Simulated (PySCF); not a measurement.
Compound: C₇H₆O.
Numbering: `[O:1]=[CH:2][C@@:3]12[CH:4]=[CH:5][C@H:6]3[C@@H:7]1[C@@H:8]23` (hydrogens: H9 on C2; H10 on C4; H11 on C5; H12 on C6; H13 on C7; H14 on C8)

Vertical excitations from PySCF (density fitting, frozen core in the response, grid level 2 and gas phase unless stated; continuum runs use non-equilibrium linear response for the excitations) on a GFN2-xTB geometry. Reference run:

| settings | S1, eV (f) | S2, eV (f) | S3, eV (f) | S4, eV (f) | S5, eV (f) | S6, eV (f) | T1, eV (Tamm–Dancoff) | mean α (au) |
| --- | --- | --- | --- | --- | --- | --- | --- | --- |
| PBE0/def2-SVPD, IEF-PCM dichloromethane, start guess vsap, fitting basis def2-universal-jkfit, TDA, 12 singlets | 4.32 (0.000) | 4.37 (0.006) | 5.75 (0.001) | 5.89 (0.080) | 6.47 (0.000) | 6.66 (0.033) | 3.58 | 95.4 |

What do these settings give: HCTH407/pcSseg-1, fitting basis def2-universal-jkfit, energy threshold 1e-11 Eh, full TDDFT, 1 singlet?

```csv
settings,"S1, eV (f)","S2, eV (f)","S3, eV (f)","S4, eV (f)","S5, eV (f)","S6, eV (f)","T1, eV (Tamm–Dancoff)",mean α (au)
"HCTH407/pcSseg-1, fitting basis def2-universal-jkfit, energy threshold 1e-11 Eh, full TDDFT, 1 singlet",3.67 (0.003),–,–,–,–,–,3.46,67.5
```

S1 moves by -0.65 eV; functional, basis, environment and response scheme change together, so the shift can't be laid on one. States are counted by energy in each run and needn't keep their character from row to row.

Which orbital pairs make up S1 in each run, and how does it sit against the orbital gap?

| settings | S1 configurations (weight) | S1 (eV) | orbital gap (eV) | S1 − gap (eV) |
| --- | --- | --- | --- | --- |
| PBE0/def2-SVPD, IEF-PCM dichloromethane, start guess vsap, fitting basis def2-universal-jkfit, TDA, 12 singlets | H−1→L 0.95 | 4.32 | 5.48 | -1.16 |
| HCTH407/pcSseg-1, fitting basis def2-universal-jkfit, energy threshold 1e-11 Eh, full TDDFT, 1 singlet | H→L 0.99 | 3.67 | 3.56 | +0.11 |

Geometry: GFN2-xTB, one conformer.
